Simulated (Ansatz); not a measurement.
Isolated molecules relaxed with PBE0-D4/def2-TZVP in Ansatz; ΔE leaves out vibrations. CCSD(T)/CBS adds triple-zeta CCSD(T) − MP2 to the extrapolated MP2 energy (def2 sets, frozen cores). DFT in def2-TZVPP. B3LYP here is the variant with VWN-RPA as its local correlation; programs differ in this. For Ge outer-core shells are correlated without core-valence functions, which leaves a few kJ/mol of doubt a bond. Scalar relativity is left out up to krypton. Each species was taken in one conformer, which may not be the lowest.

`[AlH2][CH2][GeH3]` + `N[SiH2]O[SiH3]` → `N[SiH2][O][GeH3]` + `[AlH2][CH2][SiH3]`  (redistribution)

`[AlH2][CH2][GeH3]`:

```xyz
10

Al   -0.988   -1.535    0.020
C    -0.438    0.215    0.664
Ge    0.994    1.024   -0.401
H    -2.142   -1.655   -1.064
H    -0.258   -2.841    0.553
H    -0.064    0.155    1.691
H    -1.275    0.920    0.644
H     0.543    1.186   -1.866
H     2.244    0.122   -0.386
H     1.384    2.409    0.146
```

`N[SiH2]O[SiH3]`:

Cartesian coordinates in Å:
```
N -0.299 0.293 2.319
Si 0.315 0.696 0.785
O -0.128 -0.335 -0.410
Si -0.084 -0.740 -1.988
H -1.263 0.458 2.556
H 0.087 -0.468 2.854
H -0.202 2.042 0.435
H 1.796 0.670 0.876
H 1.317 -0.991 -2.423
H -0.884 -1.975 -2.181
H -0.655 0.349 -2.823
```

`N[SiH2][O][GeH3]`:

Z-matrix (Å, degrees):
```
Si
O 1 1.638
N 1 1.704 2 113.9
H 1 1.487 2 108.7 3 119.5
H 1 1.487 2 108.7 3 -119.5
Ge 2 1.772 1 135.0 3 -179.6
H 3 1.007 1 120.7 2 73.5
H 3 1.007 1 120.7 2 -73.6
H 6 1.538 2 108.8 1 -60.5
H 6 1.533 2 105.7 1 179.8
H 6 1.538 2 108.8 1 60.1
```

`[AlH2][CH2][SiH3]`:

Z-matrix (Å, degrees):
```
C
Si 1 1.866
Al 1 1.948 2 113.8
H 1 1.096 2 107.7 3 121.8
H 1 1.096 2 107.7 3 -121.7
H 2 1.489 1 112.7 3 180.0
H 2 1.490 1 110.3 3 59.2
H 2 1.490 1 110.3 3 -59.3
H 3 1.587 1 119.9 2 89.7
H 3 1.587 1 119.9 2 -89.6
```

| level | ΔE (kJ/mol) | difference from CCSD(T)/CBS |
| --- | --- | --- |
| PBE-D4 | 47.0 | -10.6 |
| r2SCAN-D4 | 51.5 | -6.1 |
| PBE0-D4 | 50.6 | -7.0 |
| B3LYP-D4 | 54.0 | -3.6 |
| ωB97X-V | 50.9 | -6.7 |
| ωB97M-V | 52.8 | -4.8 |
| r2SCAN | 51.6 | -6.0 |
| MP2/def2-TZVPP | 56.3 | -1.3 |
| SCS-MP2/def2-TZVPP | 55.4 | -2.2 |
| CCSD(T)/def2-TZVPP | 54.3 | -3.3 |
| HF/def2-QZVPP | 58.7 | 1.1 |
| MP2/def2-QZVPP | 58.2 | 0.6 |
| SCS-MP2/def2-QZVPP | 57.1 | -0.5 |
| HF/CBS(def2) | 58.7 | 1.1 |
| MP2/CBS(def2) | 59.5 | 1.9 |
| CCSD/CBS(def2) | 59.2 | 1.6 |
| CCSD(T)/CBS | 57.6 | 0 |

Largest T1 diagnostic among the species: 0.012.

From PBE to PBE0 (25 % exact exchange), in def2-TZVPP and without D4, ΔE moves by +3.6 kJ/mol.
